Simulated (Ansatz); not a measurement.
Cost and result for the atomization energy of C3H10Si2 (`C=C[SiH2][SiH2]C`) (15 atoms, 14 bonds).

```xyz
15

C     1.411   -1.443    2.041
C     0.458   -1.315    1.122
Si   -0.754    0.101    1.078
Si   -0.366    1.455   -0.796
C    -0.396    0.446   -2.381
H     1.523   -0.730    2.852
H     2.120   -2.267    2.027
H     0.401   -2.068    0.336
H    -2.147   -0.430    1.008
H    -0.611    0.889    2.335
H    -1.398    2.530   -0.856
H     0.961    2.118   -0.643
H    -0.209    1.082   -3.249
H    -1.366   -0.037   -2.516
H     0.372   -0.331   -2.358
```

Charge 0, multiplicity 1. All single points use the PBE0-D4/def2-TZVP geometry. It is one conformer, not always the lowest. Program: Ansatz. All runs use 4 threads of an Intel Xeon 6975P-C on a shared host. Times are those of one run each, without the atoms' runs, and a repeat can differ threefold. Electronic energies, without spin–orbit coupling; frozen cores. CCSD(T)/CBS adds CCSD(T) − MP2 in def2-TZVPP to the MP2 limit, and its time is that of the two runs behind it. T1 = 0.012. B3LYP takes the VWN-RPA correlation (the form of Gaussian; ORCA's B3LYP/G).

CCSD(T)/CBS is a level of theory with its own doubt, some kJ/mol a heavy atom from the limit and from the frozen cores, so smaller differences don't rank the functionals.

| level | functions | wall time |
| --- | --- | --- |
| PBE-D4/def2-TZVPP (with forces) | 317 | 2.2 s |
| PBE0-D4/def2-TZVPP | 317 | 2.5 s |
| r2SCAN-D4/def2-TZVPP (with forces) | 317 | 3.5 s |
| B3LYP-D4/def2-TZVPP (with forces) | 317 | 4.5 s |
| B2PLYP/def2-TZVPP | 317 | 4.9 s |
| ωB97X-V/def2-TZVPP | 317 | 6 s |
| ωB97M-V/def2-TZVPP (with forces) | 317 | 8 s |
| MP2/def2-QZVPP | 611 | 21 s |
| CCSD(T)/def2-TZVPP | 317 | 3.5 min |
| CCSD(T)/CBS(def2) | – | 3.8 min |

Q: What atomization energy does each give, and how far from CCSD(T)/CBS? (Best estimate.)

A: The calculation gave: 
```csv
level,atomization (kJ/mol),difference from CCSD(T)/CBS,per bond
PBE-D4/def2-TZVPP (with forces),5429.7,39.9,2.9
PBE0-D4/def2-TZVPP,5388.7,-1.1,-0.1
r2SCAN-D4/def2-TZVPP (with forces),5397.8,8.0,0.6
B3LYP-D4/def2-TZVPP (with forces),5396.2,6.4,0.5
B2PLYP/def2-TZVPP,5328.7,-61.1,-4.4
ωB97X-V/def2-TZVPP,5409.2,19.4,1.4
ωB97M-V/def2-TZVPP (with forces),5396.0,6.2,0.4
MP2/def2-QZVPP,5350.0,-39.8,-2.8
CCSD(T)/def2-TZVPP,5268.0,-121.8,-8.7
CCSD(T)/CBS(def2),5389.8,0.0,0.0
```

From PBE to PBE0 (25 % exact exchange), in def2-TZVPP and without D4, the atomization energy moves by −36.3 kJ/mol: exact exchange takes away binding that semilocal exchange gives to molecules. The D4 term adds +51.7 kJ/mol with B3LYP and +27.7 kJ/mol with PBE0; it sums over pairs of atoms, weighted by their polarisabilities, and B3LYP, whose exchange is more repulsive, gets the larger term. In def2-TZVPP, CCSD(T) changes the Hartree–Fock value by +1158.8 kJ/mol (the triples alone add +60.0 kJ/mol) and MP2 by +1168.9 kJ/mol; breaking electron pairs costs correlation energy, which Hartree–Fock lacks.
